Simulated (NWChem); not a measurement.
# C2H4GeO2; SMILES C=C1[O][GeH2][O]1

```xyz
9

C      0.0000     0.0000    -2.5997
C      0.0000     0.0000    -1.2569
O      0.0000     1.1174    -0.4329
Ge     0.0000     0.0000     1.0285
O      0.0000    -1.1174    -0.4329
H      0.0000    -0.9527    -3.1421
H      0.0000     0.9527    -3.1421
H     -1.3102     0.0000     1.8530
H      1.3102     0.0000     1.8530
```
Atoms are numbered in this order, from 1.

Level: PBE-D3(BJ)/def2-SVP (NWChem), optimised geometry, unscaled harmonic frequencies. 

```
frequency (cm⁻¹)  IR intensity (km/mol)
----------------  ---------------------
131                                 4.7
347                                 4.6
411                                 0.0
464                                45.5
544                                36.0
621                                22.6
639                                 0.0
645                                 2.5
668                                 8.5
704                                72.9
808                               130.6
849                                80.7
890                                24.0
897                                74.9
1188                              106.3
1326                                6.6
1713                              413.6
2086                               91.6
2099                              118.8
3126                                7.1
3238                                0.0
```

```json
{
 "zero_point_energy": "33.4 kcal/mol",
 "thermal correction to the enthalpy at 298.15 K (with zero-point energy)": "37.5 kcal/mol",
 "heat capacity Cv": "20.6 cal/(mol K)",
 "entropy at 298.15 K and 1 atm (symmetry number 2)": "74.3 cal/(mol K)",
 "dipole_moment": "3.47 D"
}
```

Rigid rotor and harmonic oscillator.
